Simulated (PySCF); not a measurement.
Rows and methods have been separated. Pair them.

B2H7NOSi.
Z-matrix (Å and degrees, PBE0-D3(BJ)/def2-SVP geometry), rows numbered from 1:
```
B 
N   1  1.4094
B   2  1.4320  1  126.47
O   3  1.3585  2  118.56  1   179.89
Si  4  1.6750  3  132.60  2   179.81
H   1  1.2096  2  119.49  3   179.76
H   1  1.2081  2  119.05  3    -0.25
H   2  1.0170  1  118.16  3  -179.60
H   3  1.2110  2  119.73  1     0.01
H   5  1.4887  4  107.76  3   133.10
H   5  1.4902  4  108.77  3  -108.05
H   5  1.4924  4  110.27  3    12.68
```

The closed-shell ground state was solved 7 times with PySCF (density fitting, gas phase), always in the pcSseg-2 basis (285 functions), with these functionals: B97-2, B97-D, BHandHLYP, HF, LDA, mPW1PW91 and wB97X-D.

```tsv
row	total energy (Eh)	HOMO (eV)	LUMO (eV)	dipole (D)
P	-471.9368	-12.06	2.59	1.21
Q	-470.8583	-7.57	-1.99	1.75
R	-473.5587	-8.59	-0.66	1.52
S	-473.5272	-10.07	0.36	1.39
T	-473.5736	-8.89	-0.69	1.53
U	-473.4845	-7.52	-1.49	1.60
V	-473.5537	-10.73	1.17	1.50
```

**Question.** Which functional belongs to which row?

**Answer.** P = HF, Q = LDA, R = B97-2, S = BHandHLYP, T = mPW1PW91, U = B97-D, V = wB97X-D. By rising HOMO–LUMO gap: LDA (LDA) 5.58 eV; B97-D (GGA) 6.03 eV; B97-2 (global hybrid, 21 % exact exchange) 7.93 eV; mPW1PW91 (global hybrid, 25 % exact exchange) 8.20 eV; BHandHLYP (global hybrid, 50 % exact exchange) 10.43 eV; wB97X-D (range-separated hybrid) 11.90 eV; HF (all exact exchange) 14.65 eV. Total energies of different functionals aren't bounds to one another; each is stationary for its own functional.

One conformer stands for the species.

B97-D and wB97X-D is run here without its empirical dispersion term; that term would change no orbital, density or response property at a fixed geometry.
